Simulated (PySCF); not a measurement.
C6H12O.
Geometry (PBE0-D3(BJ)/def2-TZVP, Å), atoms numbered from 1 in this order:
```xyz
19
C6H12O angstrom
C      2.412   -1.087   -0.004
O      1.556   -0.115    0.526
C      0.545    0.281   -0.378
C     -0.515   -0.815   -0.611
C     -1.863   -0.116   -0.456
C     -1.586    0.922    0.625
C     -0.218    1.468    0.226
H      3.185   -1.284    0.739
H      2.889   -0.736   -0.930
H      1.889   -2.028   -0.224
H      1.024    0.567   -1.325
H     -0.403   -1.333   -1.566
H     -0.397   -1.558    0.185
H     -2.673   -0.805   -0.207
H     -2.138    0.388   -1.389
H     -2.353    1.695    0.693
H     -1.525    0.430    1.601
H      0.349    1.895    1.053
H     -0.337    2.249   -0.531
```

Definitions: NICS(0) = −σiso at the ring centroid; NICS(1) = −σiso and NICS(1)zz = −σzz at ±1 Å along the ring normal z. Level: GIAO B97-2/pcSseg-2 (PySCF, non-relativistic, gas phase) on the PBE0-D3(BJ)/def2-TZVP geometry, one conformer.

Ring bond lengths (Å): C3–C4 1.543, C4–C5 1.526, C5–C6 1.524, C6–C7 1.526, C7–C3 1.535.

Question: What do the NICS probes read (ppm)?

Answer: 
```
          ring                                            type  NICS(0)  NICS(1), two faces  NICS(1)zz, two faces  rms pucker (Å)  centre to ring atoms, mean (Å)
C3–C4–C5–C6–C7  5-membered carbocycle; formal bonds all single     -5.2         -4.1 / -3.2           -4.5 / -1.5            0.18                            1.28
```

Question: What can be read from them?

Answer: 
- C3–C4–C5–C6–C7: mean NICS(1)zz -3.0 ppm, near zero. C3, C4, C5, C6, C7 have four or more neighbours, and the NICS criterion for π rings isn't applied.

Question: List the ring angles.

Answer: 
- C3–C4–C5–C6–C7: C3 105.5°, C4 105.4°, C5 102.9°, C6 102.8°, C7 105.8°; sum 522.4° against 540° for a flat convex ring.

Question: What are the shieldings of the ring atoms and their hydrogens in the same run (means over atoms taken as equivalent)?

Answer: 
```csv
atoms,environment,σ isotropic (ppm),"principal values of the symmetric part, first atom (ppm)"
C3,sp3 carbon bound to oxygen,98.4,"67.6, 87.2, 140.3"
C4 (×2),ring CH2 carbon,147.0,"130.8, 145.8, 165.5"
C5 (×2),ring CH2 carbon,154.4,"127.8, 161.7, 170.2"
H11,methine hydrogen,27.86,"25.4, 27.4, 30.8"
H12 (×2),methylene hydrogen,29.68,"24.9, 28.6, 34.9"
H13 (×2),methylene hydrogen,30.06,"25.4, 30.2, 35.3"
H14 (×2),methylene hydrogen,29.92,"25.2, 27.2, 37.0"
H15 (×2),methylene hydrogen,30.17,"25.8, 28.0, 37.1"
```

Question: How do the values depend on the level or the medium?

Answer: 
```json
{"level": "B97-2/pcSseg-2, gas", "NICS(0), C3–C4–C5–C6–C7": "-5.2", "mean NICS(1)zz, C3–C4–C5–C6–C7": "-3.0"}
{"level": "KT3/pcSseg-2, gas", "NICS(0), C3–C4–C5–C6–C7": "-5.3", "mean NICS(1)zz, C3–C4–C5–C6–C7": "-3.3"}
{"level": "PBE0/pcSseg-2, gas", "NICS(0), C3–C4–C5–C6–C7": "-5.3", "mean NICS(1)zz, C3–C4–C5–C6–C7": "-3.0"}
{"level": "wB97X-D/pcSseg-2, gas", "NICS(0), C3–C4–C5–C6–C7": "-5.1", "mean NICS(1)zz, C3–C4–C5–C6–C7": "-2.9"}
{"level": "WP04/pcSseg-2, IEF-PCM chloroform", "NICS(0), C3–C4–C5–C6–C7": "-5.1", "mean NICS(1)zz, C3–C4–C5–C6–C7": "-2.5"}
{"level": "wB97X-D/pcSseg-2, IEF-PCM chloroform", "NICS(0), C3–C4–C5–C6–C7": "-5.1", "mean NICS(1)zz, C3–C4–C5–C6–C7": "-2.9"}
```

The geometry is the same throughout; the continuum's cavity takes Bondi-type radii × 1.2.

On 2 threads of an AMD EPYC 9R45, no GPU, shared host, this took 30 s wall, 74 s CPU and 2.8 GiB of memory at its peak. This is the whole shielding run at B97-2/pcSseg-2, SCF included.
